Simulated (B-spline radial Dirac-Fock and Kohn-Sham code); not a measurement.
# Two-hole binding energies of Ir⁴⁺

System: iridium as Ir⁴⁺, configuration 1s2 2s2 2p6 3s2 3p6 3d10 4s2 4p6 4d10 4f14 5s2 5p6 5d5.

Model: Dirac-Fock ΔSCF + Breit + QED. Program: a B-spline atomic structure program. U is the two-hole binding energy less the two single-hole energies, the effective repulsion of the holes after relaxation. Each two-hole energy is an average over J within one jj subconfiguration.

```
          holes  E(a) (eV)  E(b) (eV)  E(ab) (eV)  U (eV)
   1s⁻¹ 2p1/2⁻¹    76169.1    12886.7     89497.5   441.7
   1s⁻¹ 3p3/2⁻¹    76169.1     2618.1     78899.5   112.3
        2p1/2⁻²    12886.7    12886.7     26079.9   306.6
        2p3/2⁻²    11277.5    11277.5     22801.5   246.5
   2s⁻¹ 3p1/2⁻¹    13487.9     2974.6     16563.2   100.7
   2s⁻¹ 3p3/2⁻¹    13487.9     2618.1     16198.0    92.0
   2s⁻¹ 3d3/2⁻¹    13487.9     2178.6     15770.9   104.4
2p3/2⁻¹ 3p1/2⁻¹    11277.5     2974.6     14355.0   103.0
2p3/2⁻¹ 3d3/2⁻¹    11277.5     2178.6     13562.6   106.5
        3p1/2⁻²     2974.6     2974.6      6026.1    76.9
        3d5/2⁻²     2103.0     2103.0      4282.6    76.5
        4f5/2⁻²      123.1      123.1       275.5    29.3
4f5/2⁻¹ 4f7/2⁻¹      123.1      120.1           ?       ?
        4f7/2⁻²      120.1      120.1       269.5    29.4
```

Problem. Give the missing two-hole energy and U.

Solution. E(ab) = 273.2 eV and U = 30.0 eV.

Values without a named source are computed, but for edge energies of neutral atoms, which are taken from tables.
